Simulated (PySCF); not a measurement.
Compound: C9H9F3.
Atom-mapped SMILES: `[CH3:1][CH2:2][c:3]1[cH:4][cH:5][cH:6][cH:7][c:8]1[C:9]([F:10])([F:11])[F:12]`

NICS is the negative of the GIAO shielding at a point without a nucleus: at the ring centre (0) and 1 Å above and below it (1); zz is the component along the ring normal. Level: GIAO PBE0/pcSseg-1 (PySCF, non-relativistic, gas phase) on the GFN2-xTB geometry, one conformer.

Ring bond lengths (Å), with Mayer bond orders in brackets: C3–C4 1.392 (1.42), C4–C5 1.381 (1.45), C5–C6 1.385 (1.42), C6–C7 1.381 (1.44), C7–C8 1.391 (1.42), C8–C3 1.397 (1.32).

**Question.** What do the NICS probes read (ppm)?

**Answer.** 
```csv
ring,type,NICS(0),"NICS(1), two faces","NICS(1)zz, two faces",rms pucker (Å),"centre to ring atoms, mean (Å)"
C3–C4–C5–C6–C7–C8,6-membered carbocycle; formal bonds all aromatic,-9.0,-11.5 / -11.4,-28.3 / -27.5,0.00,1.39
```

**Question.** What do they say, and how far can they be read as aromaticity?

**Answer.** 
- C3–C4–C5–C6–C7–C8: mean NICS(1)zz -27.9 ppm, shielded. The ring is flat and has no four-coordinate atom; by the NICS criterion it is aromatic.

**Question.** How equal are the bonds by HOMA? Use HOMA with the parameters of Krygowski (1993).

**Answer.** 
- C3–C4–C5–C6–C7–C8: HOMA 0.99 = 1 − EN − GEO, with mean bond length 1.388 Å, EN = α(Ropt − mean)² = 0.000 and GEO = α × variance = 0.008. The geometric and the magnetic index point the same way.

**Question.** What is the mean of the two in-plane components of NICS at the second NICS(1) probe listed for ring C3–C4–C5–C6–C7–C8, 1 Å off the ring?

**Answer.** The isotropic value is a third of the trace: (3 × -11.4 − (-27.5))/2 = -3.4 ppm.

Shape of the structure used: `[CH3:1][CH2:2][c:3]1[cH:4][cH:5][cH:6][cH:7][c:8]1[C:9]([F:10])([F:11])[F:12]`: C1–C2–C3–C4 -81°, C7–C8–C9–F10 4°.
